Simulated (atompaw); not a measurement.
# iridium: one change to a PAW (atompaw) potential, before and after

```
Element                 : Ir (Z = 77)
Generator               : atompaw 4.2.0.5
Type                    : PAW
Functional              : PBE
Relativity              : scalar-relativistic
Frozen core             : [Xe] 4f14
Valence charge          : 9
Reference configuration : 5d7 6s1.5 6p0.5
Partial waves           : 6s (bound); 6s channel at 1.55 Ry; 6p (bound); 6p channel at 3.35 Ry; 5d (bound); 5d channel at 2.7 Ry
Local potential         : troulliermartins scheme with l = 3 at 1 Ry, radius 2.20 bohr
Core correction         : smooth core density matched at 1.50 bohr
Augmentation charge     : besselshape compensation charge, radius 2.70 bohr; PAW radius 3.00 bohr; waves and projectors: bloechl
```

All-electron outer shells of the reference configuration (PBE, scalar-relativistic, ld1.x):

```json
{"shell": "4f", "level (eV)": "-63.18", "outermost node (bohr)": "–", "outermost maximum (bohr)": "0.39"}
{"shell": "5p", "level (eV)": "-55.71", "outermost node (bohr)": "0.54", "outermost maximum (bohr)": "1.01"}
{"shell": "5d", "level (eV)": "-8.09", "outermost node (bohr)": "0.59", "outermost maximum (bohr)": "1.29"}
{"shell": "6s", "level (eV)": "-7.03", "outermost node (bohr)": "1.17", "outermost maximum (bohr)": "2.38"}
{"shell": "6p", "level (eV)": "-1.71", "outermost node (bohr)": "1.39", "outermost maximum (bohr)": "3.38"}
```

Change: local potential troulliermartins scheme with l = 3 at 1 Ry, radius 2.96 bohr.

Cutoffs: the cutoffs (Ry, on a coarse ladder) from which the occupation-weighted sum of valence levels, in a spherical-Bessel basis at the reference potential, stays within 10 and 1 mRy of its value at 400 Ry; they do not see the model core or the augmentation charge, which bear on the density cutoff.

Question: What does the change do?

Answer: The potential gets softer (35 Ry and 40 Ry → 21 Ry and 25 Ry); the bound ghost in s disappears. A state that the projectors do not describe sees the local part alone, so a deeper or shallower local part can create or remove a ghost.

```csv
quantity,base,changed
"cutoff, loose",35 Ry,21 Ry
"cutoff, tight",40 Ry,25 Ry
loose cutoff by channel (10 mRy a level),"s 15 Ry, p 6 Ry, d 30 Ry","s 6 Ry, p 6 Ry, d 18 Ry"
bound ghosts,s,none
s: phases at 3.00 bohr within 0.05 rad from the reference energy up to (Ry; the scan ends near 5),n/a,3.0
p: phases at 3.00 bohr within 0.05 rad from the reference energy up to (Ry; the scan ends near 5),3.6,4.4
d: phases at 3.00 bohr within 0.05 rad from the reference energy up to (Ry; the scan ends near 5),to the end of the scan,to the end of the scan
lowest overlap eigenvalue by channel,"s 0.13, p 0.35, d 0.98","s 0.41, p 0.57, d 0.94"
```

 A true bound ghost makes a file unfit for plane-wave use even where its test errors are small: the radial tests pick states by their node count and pass the ghost by. The cutoffs see the waves, projectors and local potential, not the compensation charge or the core.
